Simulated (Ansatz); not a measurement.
Ansatz (an electronic-structure program) input (B3LYP-D3(BJ)/def2-TZVP):

Ansatz 0.2 input:
```yaml
crystal:
  periodic: [false, false, false]
  atoms:
    - {symbol: Li, position_ang: [-1.34154965, -0.76818119, -1.16117457]}
    - {symbol: C, position_ang: [0.21799479, 0.13457298, 0.18752517]}
    - {symbol: H, position_ang: [0.65707565, -0.75277503, 0.62345408]}
    - {symbol: H, position_ang: [-0.39330689, 0.73893814, 0.84434728]}
    - {symbol: H, position_ang: [0.82933482, 0.67096574, -0.52583604]}
basis:
  gaussian:
    orbitals: def2-TZVP
hamiltonian:
  xc: b3lyp
  dispersion: d3bj
total_charge: 1
magnetization: {spin_polarized: true, initial_magnetization: 1}
relax: {f_tol: 0.002, max_steps: 150}
```

Output:

```
Functional definition: B3LYP
integrals: 0.01 GiB planned
441 factors; their error is unknown
mean field: 0.14 GiB planned
mean field evaluation 1: about -1274.0353 eV, gradient 4.5e1 eV
mean field evaluation 2: about -1272.5984 eV, gradient 4.3e1 eV
mean field evaluation 4: about -1283.5080 eV, gradient 2.1e-1 eV
mean field evaluation 8: about -1283.4978 eV, gradient 1.9e-1 eV
mean field evaluation 16: about -1283.4979 eV, gradient 5.1e-6 eV
mean field -1283.49790914 eV, -47.1676781748 hartree, gradient 5.1e-6 eV, S^2 0.752652; 0 other end points of the search recorded, 0 dependent functions left out
the calculation of the forces begins
reference -1283.49809801 eV, -47.1676851156 hartree; 6, 5 occupied and 57, 58 virtual orbitals, 441 factors
relax step   1: F+E_penalty+E_count = -1283.58119318 eV  Δ(F+E_penalty+E_count) = +0.000e0 eV  max|allowed force component| = 4.737e-1 eV/Å  Δτ_max = 0.0000 Å  (25 SCF iters, accepted)
these checks for a lower state are left out or cut short: starts, cluster_reference, orbital_swaps, neighbouring_geometries, increment
integrals: 0.01 GiB planned
441 factors; their error is unknown
mean field: 0.14 GiB planned
mean field -1283.51942366 eV, -47.1684688189 hartree, gradient 1.5e-5 eV, S^2 0.753205; 0 other end points of the search recorded, 0 dependent functions left out
the calculation of the forces begins
reference -1283.51961806 eV, -47.1684759630 hartree; 6, 5 occupied and 57, 58 virtual orbitals, 441 factors
relax step   2: F+E_penalty+E_count = -1283.60323163 eV  Δ(F+E_penalty+E_count) = -2.204e-2 eV  max|allowed force component| = 2.907e-1 eV/Å  Δτ_max = 0.0774 Å  (27 SCF iters, accepted)
these checks for a lower state are left out or cut short: starts, cluster_reference, orbital_swaps, neighbouring_geometries, increment
integrals: 0.01 GiB planned
441 factors; their error is unknown
mean field: 0.14 GiB planned
mean field -1283.52644389 eV, -47.1687268075 hartree, gradient 8.2e-6 eV, S^2 0.752909; 0 other end points of the search recorded, 0 dependent functions left out
the calculation of the forces begins
reference -1283.52663550 eV, -47.1687338491 hartree; 6, 5 occupied and 57, 58 virtual orbitals, 441 factors
relax step   3: F+E_penalty+E_count = -1283.61003515 eV  Δ(F+E_penalty+E_count) = -6.804e-3 eV  max|allowed force component| = 1.667e-1 eV/Å  Δτ_max = 0.0393 Å  (27 SCF iters, accepted)
these checks for a lower state are left out or cut short: starts, cluster_reference, orbital_swaps, neighbouring_geometries, increment
integrals: 0.01 GiB planned
441 factors; their error is unknown
mean field: 0.14 GiB planned
mean field evaluation 32: about -1283.5391 eV, gradient 4.3e-3 eV
mean field -1283.52912545 eV, -47.1688253528 hartree, gradient 4.8e-6 eV, S^2 0.752985; 0 other end points of the search recorded, 0 dependent functions left out
the calculation of the forces begins
reference -1283.52931819 eV, -47.1688324360 hartree; 6, 5 occupied and 57, 58 virtual orbitals, 441 factors
relax step   4: F+E_penalty+E_count = -1283.61289675 eV  Δ(F+E_penalty+E_count) = -2.862e-3 eV  max|allowed force component| = 2.423e-3 eV/Å  Δτ_max = 0.0181 Å  (28 SCF iters, accepted)
these checks for a lower state are left out or cut short: starts, cluster_reference, orbital_swaps, neighbouring_geometries, increment
integrals: 0.01 GiB planned
441 factors; their error is unknown
mean field: 0.14 GiB planned
mean field -1283.52911979 eV, -47.1688251452 hartree, gradient 4.0e-5 eV, S^2 0.752985; 0 other end points of the search recorded, 0 dependent functions left out
the calculation of the forces begins
reference -1283.52931258 eV, -47.1688322298 hartree; 6, 5 occupied and 57, 58 virtual orbitals, 441 factors
relax step   5: F+E_penalty+E_count = -1283.61289840 eV  Δ(F+E_penalty+E_count) = -1.652e-6 eV  max|allowed force component| = 2.187e-4 eV/Å  Δτ_max = 0.0009 Å  (18 SCF iters, accepted)
integrals: 0.01 GiB planned
441 factors; their error is unknown
mean field: 0.14 GiB planned
mean field -1283.52911979 eV, -47.1688251452 hartree, gradient 4.0e-5 eV, S^2 0.752985; 1 other end points of the search recorded, 0 dependent functions left out
the calculation of the forces begins
reference -1283.52931258 eV, -47.1688322298 hartree; 6, 5 occupied and 57, 58 virtual orbitals, 441 factors
Total energy: -1283.61309118 eV, -47.1719110367 hartree
Atom 0 at    -1.326255    -0.758444    -1.147589 Å, force    -0.000199    -0.000104    -0.000168 eV/Å
Atom 1 at     0.257377     0.157011     0.221426 Å, force     0.000016     0.000047     0.000029 eV/Å
Atom 2 at     0.644039    -0.777869     0.612936 Å, force     0.000016     0.000219    -0.000008 eV/Å
Atom 3 at    -0.423764     0.735785     0.836125 Å, force     0.000193    -0.000088    -0.000058 eV/Å
Atom 4 at     0.818153     0.667038    -0.554582 Å, force    -0.000025    -0.000074     0.000205 eV/Å
Dipole moment:    -0.951349    -0.549952    -0.822421 e Å
```
